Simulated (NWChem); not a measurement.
# Si₂H₄F₂; SMILES F[SiH](F)[SiH3]

```xyz
8

Si     0.0007     1.7310    -0.1027
Si     0.0003    -0.5684     0.3674
F      1.3170    -1.2461    -0.3256
F     -1.3150    -1.2462    -0.3284
H      0.0037     1.9347    -1.5918
H      1.2258     2.3661     0.4959
H     -1.2271     2.3655     0.4910
H     -0.0012    -0.9556     1.8160
```
Atoms are numbered in this order, from 1.

Program: NWChem. Pople sets run with spherical d functions. Coordinates come from a PBE-D3(BJ)/def2-SVP optimisation. Level: PBE0/6-31G* with SMD (1 M gas to 1 M solution), gas-phase geometry. Reactions with the solvent are ignored.

### Question
Predict the results for solvent methanol. Quantities: solvation free energy (kcal/mol); cavity-dispersion-structure term (kcal/mol); dipole in solution (D).

### Answer
solvation free energy (kcal/mol): -2.1
cavity-dispersion-structure term (kcal/mol): 0.3
dipole in solution (D): 2.18
